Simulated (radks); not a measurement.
Results of a calculation; reference values are marked as such.
Problem. These are the eigenvalues of the occupied orbitals of an atom or ion with whole-number occupations (eV). Code: a radial shooting solver on a logarithmic mesh with Libxc functionals. Model: scalar-relativistic Kohn-Sham, BLYP, spin-polarised, spherical densities, finite nucleus; Fermi nuclear charge, rms radius of each element as measured or else 0.836 A^(1/3) + 0.57 fm.

1s up: -73761.61
1s down: -73757.96
2s up: -16145.14
2s down: -16142.67
2p up: -14670.24
2p down: -14666.67
3s up: -6345.682
3s down: -6335.992
3p up: -5907.888
3p down: -5898.171

Which element is it, and in what charge state? The configuration may be excited. Open shells, if any, are filled with parallel spins first.

Solution. Z = 74, tungsten, charge +57: W57+ in [Ne] 3s2 3p5. The list shows which subshells hold electrons but not how many an open one holds; the 1s level, -2710.7 hartree, gives Z - s = 73.6 by -(Z - s)^2/2, which with screening and relativity narrows Z to a few neighbours, and the depths of the outer levels then fix element, charge and occupations together.
